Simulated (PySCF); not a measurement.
Species: C₆H₈ClFO.
SMILES with atom numbers: `[F:1][CH2:2][C@@H:3]1[CH:4]=[CH:5][C@H:6]([CH2:7][Cl:8])[O:9]1`

NICS = −σ at a ghost point: NICS(0) at the centroid of the ring atoms, NICS(1) 1 Å to either side along the normal of their mean plane, zz for the tensor component along that normal. Level: GIAO PBE0/pcSseg-1 (PySCF, non-relativistic, gas phase) on the GFN2-xTB geometry, one conformer.

Ring bond lengths (Å), with Mayer bond orders in brackets: C3–C4 1.503 (1.02), C4–C5 1.320 (1.87), C5–C6 1.501 (1.02), C6–O9 1.421 (0.92), O9–C3 1.420 (0.92).

Task: Give the NICS values of each ring in ppm.

Result: 
```tsv
ring	type	NICS(0)	NICS(1), two faces	NICS(1)zz, two faces	rms pucker (Å)	centre to ring atoms, mean (Å)
C3–C4–C5–C6–O9	5-membered ring with O; formal bonds 1 double, 4 single	-5.2	-3.1 / -3.4	-6.7 / -5.1	0.05	1.22
```

Task: What can be read from them?

Result: 
- C3–C4–C5–C6–O9: mean NICS(1)zz -5.9 ppm, shielded. C3, C6 have four or more neighbours, so the value isn't read as a sign of a π ring current.

Task: At the first NICS(1) probe listed for ring C3–C4–C5–C6–O9, 1 Å off the ring, what do the in-plane components average?

Result: The isotropic value is a third of the trace: (3 × -3.1 − (-6.7))/2 = -1.3 ppm.

Task: What are the shieldings of the ring atoms and their hydrogens in the same run (means over atoms taken as equivalent)?

Result: 
| atoms | environment | σ isotropic (ppm) | principal values of the symmetric part, first atom (ppm) |
| --- | --- | --- | --- |
| C3 | sp3 carbon bound to oxygen | 94.2 | 63.2, 91.6, 127.9 |
| C4 | alkene CH carbon | 53.2 | -54.2, 72.9, 140.9 |
| C5 | alkene CH carbon | 45.5 | -65.9, 57.8, 144.7 |
| C6 | sp3 carbon bound to oxygen | 94.5 | 57.2, 85.3, 140.9 |
| O9 | cyclic ether oxygen | 254.3 | 193.0, 259.9, 309.9 |
| H on C3 | methine hydrogen | 26.68 | 22.8, 25.3, 32.0 |
| H on C4 | vinylic hydrogen | 25.71 | 23.8, 25.7, 27.7 |
| H on C5 | vinylic hydrogen | 25.10 | 22.2, 24.9, 28.2 |
| H on C6 | methine hydrogen | 26.63 | 22.5, 27.2, 30.2 |

Shape of the structure used: `[F:1][CH2:2][C@@H:3]1[CH:4]=[CH:5][C@H:6]([CH2:7][Cl:8])[O:9]1`: F1–C2–C3–C4 47°, C5–C6–C7–Cl8 70°.
